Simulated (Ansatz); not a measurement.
Isolated molecules relaxed with PBE0-D4/def2-TZVP in Ansatz; ΔE leaves out vibrations. CBS: MP2 limit from def2 TZ/QZ plus the TZ coupled-cluster correction, frozen cores. This one scheme is used for every species. DFT in def2-TZVPP. B3LYP here is the variant with VWN-RPA as its local correlation; programs differ in this. No spin–orbit coupling; open shells (•) take unrestricted orbitals. def2 core potentials past Kr. For In outer-core shells are correlated without core-valence functions, which leaves a few kJ/mol of doubt a bond. Each species was taken in one conformer, which may not be the lowest.

Reaction (homolysis of the C–O bond): `C[O][In]([F])[Cl]` → `[CH3]`• + `[O][In]([F])[Cl]`•

`C[O][In]([F])[Cl]`:

Cartesian coordinates in Å:
```
C 0.890 0.824 -0.662
O 0.466 0.444 0.632
In -0.944 -0.886 0.891
F -1.821 -1.491 -0.731
Cl -1.652 -1.718 2.896
H 1.293 1.838 -0.595
H 1.684 0.163 -1.028
H 0.083 0.827 -1.403
```

`[CH3]`•:

Z-matrix (Å, degrees):
```
C
H 1 1.080
H 1 1.080 2 120.0
H 1 1.080 2 120.0 3 180.0
```

`[O][In]([F])[Cl]`•:

```xyz
4

O    -1.165   -1.237   -1.110
In    0.005   -0.051   -0.028
F     1.819   -0.645    0.247
Cl   -0.660    1.933    0.890
```

| level | ΔE (eV) | difference from CCSD(T)/CBS |
| --- | --- | --- |
| LDA (SPW92) | 5.17 | 0.90 |
| PBE-D4 | 4.22 | -0.05 |
| BLYP-D4 | 3.99 | -0.28 |
| ωB97X-V | 4.17 | -0.10 |
| B3LYP | 3.89 | -0.38 |
| r2SCAN0 | 3.77 | -0.50 |
| MP2/def2-SVP | 4.39 | 0.12 |
| CCSD(T)/def2-SVP | 4.07 | -0.20 |
| SCS-MP2/def2-QZVPP | 4.44 | 0.17 |
| HF/CBS(def2) | 2.43 | -1.84 |
| CCSD(T)/CBS | 4.27 | 0 |

(1) What do rigid-rotor, harmonic-oscillator terms from PBE0-D4/def2-TZVP frequencies (298.15 K, 1 bar) make of the CCSD(T)/CBS value? (An estimate is asked.)

Largest T1 diagnostic among the species: 0.017.

Answers

(1) Ansatz gave: ΔZPE = -0.27 eV, ΔH = +4.05 eV, ΔS = 143 J/(mol·K), ΔG = +3.61 eV. Open shells count their whole term as degenerate. Modes under 50 cm⁻¹ make the entropy rough.

Leaving LDA and LC-ωPBE aside and taking each functional with its dispersion term where it has one, the values, not all of them listed here, spread over 0.47 eV, from BHLYP-D4 to PBE-D4. LDA lies +1.01 eV from PBE without D4, its usual overbinding. In def2-TZVPP, CCSD(T) changes the Hartree–Fock value by +1.69 eV (the triples alone add +0.14 eV) and MP2 by +2.08 eV; breaking electron pairs costs correlation energy, which Hartree–Fock lacks. From BLYP to BHLYP (50 % exact exchange), in def2-TZVPP and without D4, ΔE moves by −0.19 eV: exact exchange takes away binding that semilocal exchange gives to molecules.
